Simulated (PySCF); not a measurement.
## Spin-rotation constants: `C[C@@H](Br)C(F)=C1CC1`, C6H8BrF

Molfile (atoms numbered from 1):
```
C6H8BrF
     RDKit          3D

 16 16  0  0  0  0  0  0  0  0999 V2000
   -2.1292    0.3835   -0.6785 C   0  0  0  0  0  0  0  0  0  0  0  0
   -1.2829   -0.8014   -0.2390 C   0  0  1  0  0  0  0  0  0  0  0  0
   -0.1922   -1.4277   -1.7430 Br  0  0  0  0  0  0  0  0  0  0  0  0
   -0.4051   -0.4564    0.9273 C   0  0  0  0  0  0  0  0  0  0  0  0
   -1.0864   -0.5873    2.1073 F   0  0  0  0  0  0  0  0  0  0  0  0
    0.8290   -0.0272    0.9271 C   0  0  0  0  0  0  0  0  0  0  0  0
    2.0349    0.3128    0.1702 C   0  0  0  0  0  0  0  0  0  0  0  0
    2.0069    0.4194    1.6770 C   0  0  0  0  0  0  0  0  0  0  0  0
   -1.4922    1.2096   -0.9899 H   0  0  0  0  0  0  0  0  0  0  0  0
   -2.7485    0.7126    0.1547 H   0  0  0  0  0  0  0  0  0  0  0  0
   -2.7763    0.1062   -1.5081 H   0  0  0  0  0  0  0  0  0  0  0  0
   -1.9176   -1.6497    0.0326 H   0  0  0  0  0  0  0  0  0  0  0  0
    2.0299    1.2206   -0.4163 H   0  0  0  0  0  0  0  0  0  0  0  0
    2.5934   -0.4911   -0.2875 H   0  0  0  0  0  0  0  0  0  0  0  0
    2.5476   -0.3143    2.2572 H   0  0  0  0  0  0  0  0  0  0  0  0
    1.9813    1.3994    2.1324 H   0  0  0  0  0  0  0  0  0  0  0  0
  1  2  1  0
  2  3  1  0
  2  4  1  0
  4  5  1  0
  4  6  2  3
  6  7  1  0
  7  8  1  0
  8  6  1  0
  1  9  1  0
  1 10  1  0
  1 11  1  0
  2 12  1  1
  7 13  1  0
  7 14  1  0
  8 15  1  0
  8 16  1  0
M  END
```

Computed with GIAO BHandHLYP/pcSseg-1 magnetisability, rotational g tensor and spin-rotation constants, non-relativistic, gas phase in PySCF. Geometry: GFN2-xTB.

The calculation is non-relativistic, which matters for the atoms heavier than Zn.

(1) Give the nuclear spin-rotation constants along the inertial axes (H = +C I·J) beside the isotropic shieldings.

(2) How do the rotational constants and the g tensor change when H9, H10, H11, H12, H13, H14, H15, H16 are replaced by deuterium?

Answers

(1) Rotational constants 1.8406, 1.0026, 0.7437 GHz. A star marks the isotopologue with that one atom substituted, in its own axes.
| atom | isotope | Caa (kHz) | Cbb (kHz) | Ccc (kHz) | mean (kHz) | σ (ppm) |
| --- | --- | --- | --- | --- | --- | --- |
| Br3 | 79Br | 2.512 | 0.998 | 1.573 | 1.694 | 2146.9 |
| F5 | 19F | 1.990 | 1.196 | 0.496 | 1.227 | 300.8 |
| H9 | 1H | -0.205 | -0.065 | -0.014 | -0.095 | 30.2 |
| H10 | 1H | -0.117 | -0.019 | -0.081 | -0.073 | 30.0 |
| H11 | 1H | 0.033 | -0.102 | -0.081 | -0.050 | 30.0 |
| H12 | 1H | -0.155 | -0.051 | -0.011 | -0.072 | 27.3 |
| H13 | 1H | -0.196 | -0.098 | 0.003 | -0.097 | 30.4 |
| H14 | 1H | -0.147 | -0.038 | -0.059 | -0.081 | 30.2 |
| H15 | 1H | -0.142 | -0.100 | -0.021 | -0.087 | 30.6 |
| H16 | 1H | -0.061 | -0.109 | -0.048 | -0.073 | 30.7 |
| C1 | 13C* | 0.309 | 0.160 | 0.112 | 0.194 | 156.7 |
| C2 | 13C* | 0.351 | 0.190 | 0.168 | 0.237 | 128.0 |
| C4 | 13C* | 0.819 | 0.335 | 0.226 | 0.460 | 23.7 |
| C6 | 13C* | 0.659 | 0.378 | 0.075 | 0.371 | 78.9 |
| C7 | 13C* | 0.258 | 0.158 | 0.061 | 0.159 | 178.3 |
| C8 | 13C* | 0.326 | 0.122 | 0.045 | 0.164 | 182.6 |

For the geometry as given, no vibrational averaging.

(2) Constants 1.5961, 0.9222, 0.6831 GHz; g -0.0089, -0.0050, -0.0011, against -0.0090, -0.0061, -0.0011 before.
